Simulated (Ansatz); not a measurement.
`[OH][Ta](=[S])([Cl])[Cl]` + NH₃ → `[NH2][Ta](=[S])([Cl])[Cl]` + H₂O at 700 K and 1 bar (ligand exchange at a Ta–O bond).

Gas-phase electronic energies from Ansatz, PBE0-D4/def2-TZVP geometries. CCSD(T)/CBS is the MP2 limit (def2-TZVPP, def2-QZVPP) plus CCSD(T) − MP2 in def2-TZVPP, frozen cores. This one scheme is used for every species. Elements past krypton have def2 core potentials. For Ta outer-core shells are correlated without core-valence functions, which leaves a few kJ/mol of doubt a bond. One conformer a species, not always the lowest.

```json
{"species": "`[OH][Ta](=[S])([Cl])[Cl]`", "CCSD(T)/CBS energy (Eh)": "-1450.24360", "H − E (kJ/mol)": "114.2", "S (J/(mol·K))": "474.4"}
{"species": "NH₃", "CCSD(T)/CBS energy (Eh)": "-56.50880", "H − E (kJ/mol)": "116.9", "S (J/(mol·K))": "226.5"}
{"species": "`[NH2][Ta](=[S])([Cl])[Cl]`", "CCSD(T)/CBS energy (Eh)": "-1430.35946", "H − E (kJ/mol)": "150.4", "S (J/(mol·K))": "485.7"}
{"species": "H₂O", "CCSD(T)/CBS energy (Eh)": "-76.37941", "H − E (kJ/mol)": "80.5", "S (J/(mol·K))": "218.4"}
```

H − E and S are ideal-gas, rigid-rotor, harmonic terms from PBE0-D4/def2-TZVP, for one conformer and one mirror image of each species. 1 Eh = 2625.50 kJ/mol, R = 8.31446 J/(mol·K).

**Question.** By hand: ΔE, ΔH, ΔS and ΔG.

**Answer.** ΔE = (-1430.35946) + (-76.37941) − (-1450.24360) − (-56.50880) = 0.01353 Eh = 35.5 kJ/mol. Δ(H − E) = 150.4 + 80.5 − 114.2 − 116.9 = -0.2, so ΔH = 35.3 kJ/mol. ΔS = 485.7 + 218.4 − 474.4 − 226.5 = 3.2 J/(mol·K). ΔG = 35.3 − 700 × (3.2)/1000 = 33.1 kJ/mol.

**Question.** By hand: the equilibrium constant, and the temperature at which ΔG would vanish if ΔH and ΔS stayed fixed.

**Answer.** log₁₀ K = −ΔG/(RT ln 10) = -2.5. ΔG = 0 at ΔH/ΔS = 11031 K, far beyond where these terms or the molecules hold.

The number of gas molecules stays the same, so ΔS is small and ΔH decides. A doubt of 5 kJ/mol in ΔE shifts log₁₀ K by 0.4 here. Other conformers and mirror images would add mixing entropy, several J/(mol·K) or more a flexible species. These are equilibria of isolated gas molecules and say nothing of rates. Largest T1 diagnostic: 0.020 (customary marks: 0.02 for closed shells, 0.045 for open ones).
